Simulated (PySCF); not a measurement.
# Bond lengths and vibrations by method: H3NOSi

These are calculations, not measurements. The program is PySCF 2.14.0, an open-source quantum chemistry code, run on an isolated molecule that a program drew, which may never have been made. The molecule is H3NOSi (charge 0, singlet), drawn as the SMILES string `N=[SiH]O`.

The geometry was optimised and harmonic frequencies were computed with HF and MP2, all in the cc-pV(D+d)Z basis, for the commonest isotopes, with a restricted reference for singlets and an unrestricted one otherwise, and a frozen core in MP2. Each result is a local minimum of its method.

Geometry at the HF minimum:
```xyz
6
H3NOSi, angstrom
N     0.3233    3.5936    0.0319
Si   -0.2846    2.4218   -0.7876
O    -0.0975    0.8078   -0.7181
H     0.9710    3.6200    0.7916
H    -1.2289    2.6597   -1.8699
H     0.4847    0.4338   -0.0719
```

Lengths of the bonds as drawn, in Å (atoms numbered as above):
| bond | HF | MP2 |
|---|---|---|
| N1-Si2 | 1.554 | 1.596 |
| Si2-O3 | 1.626 | 1.657 |
| N1-H4 | 0.999 | 1.020 |
| Si2-H5 | 1.456 | 1.463 |
| O3-H6 | 0.947 | 0.968 |

Rotational constants, in GHz:
```
constant     HF    MP2
       A  41.65  43.48
       B  7.282   6.83
       C  6.198  5.903
```

Harmonic frequencies in cm^-1, each column in rising order, so a row needn't be the same motion in every method:
```
rank    HF   MP2
   1   351   321
   2   446   391
   3   527   458
   4   549   608
   5   755   724
   6   843   791
   7   937   889
   8   981   944
   9  1302  1176
  10  2456     ?
  11  3894  3635
  12  4159  3870
```

**Estimate the missing MP2 frequency from the HF column.**

A single factor s that minimises the squared misfit of MP2 against s times HF over the other rows is sum(HF x MP2) / sum(HF^2) = 0.9329, with an rms misfit of 36 cm^-1. For rank 10 it gives 0.9329 x 2456 = 2291 cm^-1. The calculation gives 2393 cm^-1, 102 cm^-1 above the estimate. The drawn bonds are on average 1.9 % longer in MP2 than in HF.
